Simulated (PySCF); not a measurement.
**UHF on Cd⁴⁺ (cadmium, charge +4)**

Configuration: [Kr] 4d8, high-spin 3F determinant. Computed with PySCF 2.14 in an uncontracted even-tempered set (23 s from 0.076 bohr⁻², ratio 2.5; 16 p from 0.098 bohr⁻², ratio 2.5; 12 d from 0.098 bohr⁻², ratio 2.5; 5 f from 1.2 bohr⁻², ratio 2.7; 4 g from 1.8 bohr⁻², ratio 2.7), with scalar relativity by spin-free X2C-1e.

| Property | Result |
| --- | --- |
| Total energy | -5587.278809 hartree |
| One-electron energy | -7613.9072 hartree |
| Hartree (Coulomb) energy | 2178.6197 hartree |
| Exchange energy | -151.9913 hartree |
| ⟨S²⟩ | 2.0033 |
| ⟨L²⟩ | 12.044 |
| Sum of ⟨r⟩ | 23.81 bohr |
| Sum of ⟨r²⟩ | 22.78 bohr² |

```csv
shell,electrons,mean orbital energy (eV),spread (eV),"rms radius, mean of both spins (bohr)"
1s β,1,-26902.0,0,0.0348
1s α,1,-26902.0,0,0.0348
2s α,1,-4130.3,0,0.142
2s β,1,-4129.4,0,0.142
2p α,3,-3706.7,0,0.127
2p β,3,-3705.8,0,0.127
3s α,1,-852.91,0,0.381
3s β,1,-852.49,0,0.381
3p α,3,-710.27,0,0.383
3p β,3,-709.75,0,0.383
3d α,5,-486.99,0.447,0.363
3d β,5,-485.79,1.655,0.363
4s α,1,-184.34,0,0.932
4s β,1,-179.82,0,0.932
4p α,3,-139.83,0,1.01
4p β,3,-134.26,0,1.01
4d α,5,-72.448,1.440,1.24
4d β,3,-70.369,0,1.24
```

Densities and radii are taken from the X2C orbitals without a picture-change correction, which distorts them close to the nucleus.

Spin-orbit constants ζ (cm⁻¹) from the X2C one-electron operator on these orbitals: bare nucleus, nucleus screened by l(l+1)(2l+1)/3 electrons, and screened by the Breit-Pauli mean field of the electrons.

| shell | bare | screened nucleus | mean field |
| --- | --- | --- | --- |
| 2p | 1034000 | 990800 | 971800 |
| 3p | 187100 | 179300 | 175300 |
| 3d | 27850 | 22050 | 21130 |
| 4p | 30690 | 29410 | 28690 |
| 4d | 3246 | 2570 | 2409 |

To first order the Landé constant is A = -1204 cm⁻¹, so the lowest level has J = 4 and lies 0.448 eV below the centre of the term. This holds in LS coupling only.
